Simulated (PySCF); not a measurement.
Species: C4H9NOSi.
Geometry (PBE0-D3(BJ)/def2-SVP, Å), atoms numbered from 1 in this order:
```xyz
16
C4H9NOSi angstrom
C      1.918    0.865    0.849
N      1.477   -0.312    0.733
C      0.540   -0.627   -0.312
C     -0.731   -1.235    0.308
C     -1.642   -0.080    0.748
Si    -1.310    1.153   -0.639
O      0.158    0.468   -1.121
H      1.630    1.687    0.170
H      2.632    1.090    1.654
H      1.041   -1.367   -0.959
H     -1.237   -1.837   -0.464
H     -0.458   -1.908    1.134
H     -1.312    0.339    1.713
H     -2.691   -0.389    0.859
H     -2.290    1.110   -1.765
H     -1.125    2.572   -0.215
```

All values: PBE0/pcSseg-1 and wB97X-D/def2-SVPD (PySCF, non-relativistic), on one gas-phase PBE0-D3(BJ)/def2-SVP geometry that isn't relaxed in the solvent. The solvent is an IEF-PCM continuum (Bondi radii, 1.10 Å for H, scaled by 1.2). The model holds no explicit solvent molecules, cavitation or dispersion.

Gas phase at PBE0/pcSseg-1: HOMO -7.39 eV, LUMO -0.29 eV, dipole 1.38 D.

Q: What does the continuum do to the energy, the frontier levels and the dipole at PBE0/pcSseg-1 in cyclohexane?

A: 
```csv
solvent,ε,E(solvent) − E(gas) (kcal/mol),polarisation term (kcal/mol),distortion of the solute (kcal/mol),HOMO (eV),LUMO (eV),dipole (D)
cyclohexane,2.017,-1.77,-1.85,0.08,-7.43,-0.28,1.53
```

The first energy column is the sum of the next two and covers electrostatics alone.

Q: Which radius a makes the point-dipole formula ΔE = −[(ε − 1)/(2ε + 1)]·μ²/a³ give the value in cyclohexane, with the gas-phase dipole?

A: μ = 0.544 au and |ΔE| = 0.00282 Eh give a = 1.47 Å; the farthest nucleus lies 3.36 Å from the centroid of the nuclei, so such a sphere wouldn't even hold the nuclei. The formula assumes a rigid point dipole at the centre of a sphere.

Q: Give the dipole vector in the frame of the coordinates (D, pointing from negative to positive charge), gas and cyclohexane.

A: Gas (-1.19, 0.42, 0.56), solvent (-1.32, 0.48, 0.61). Its length changes by +10 % and its direction by less than 1°.

Q: Which ESP-fitted charges (PBE0/pcSseg-1) respond most in cyclohexane (means over atoms taken as equivalent)?

A: 
```csv
atoms,environment,gas (e),solvent (e),change
N2,imine nitrogen,-0.524,-0.555,-0.031
O7,silyl ether oxygen,-0.426,-0.445,-0.019
C3,sp3 carbon bound to oxygen,+0.275,+0.290,+0.015
C1,imine carbon,+0.224,+0.235,+0.011
Si6,oxygen-bound silicon,+0.511,+0.520,+0.009
H8,hydrogen on a C=N carbon,+0.042,+0.046,+0.004
```

Gas phase at wB97X-D/def2-SVPD: HOMO -9.36 eV, LUMO 1.42 eV, dipole 1.33 D.

Q: What does the continuum do to the energy, the frontier levels and the dipole at wB97X-D/def2-SVPD in cyclohexane?

A: 
```tsv
solvent	ε	E(solvent) − E(gas) (kcal/mol)	polarisation term (kcal/mol)	distortion of the solute (kcal/mol)	HOMO (eV)	LUMO (eV)	dipole (D)
cyclohexane	2.017	-1.70	-1.79	0.09	-9.40	1.44	1.50
```

Q: How does the static polarisability (wB97X-D/def2-SVPD, frozen core, with the continuum's full static response) change?

A: 
| medium | isotropic (au) | principal values (au) | ⟨r²⟩ of the electrons (bohr²) |
| --- | --- | --- | --- |
| gas | 80.3 | 68.7, 84.4, 87.8 | 844.2 |
| cyclohexane | 90.2 | 77.1, 94.7, 98.8 | 844.0 |

The isotropic value in cyclohexane is 1.12 times the gas-phase one; no cavity-field correction is applied. ⟨r²⟩ is taken about the centre of nuclear charge.

Note: wB97X-D ran without an empirical dispersion term, which enters the total energy and its gradient alone.
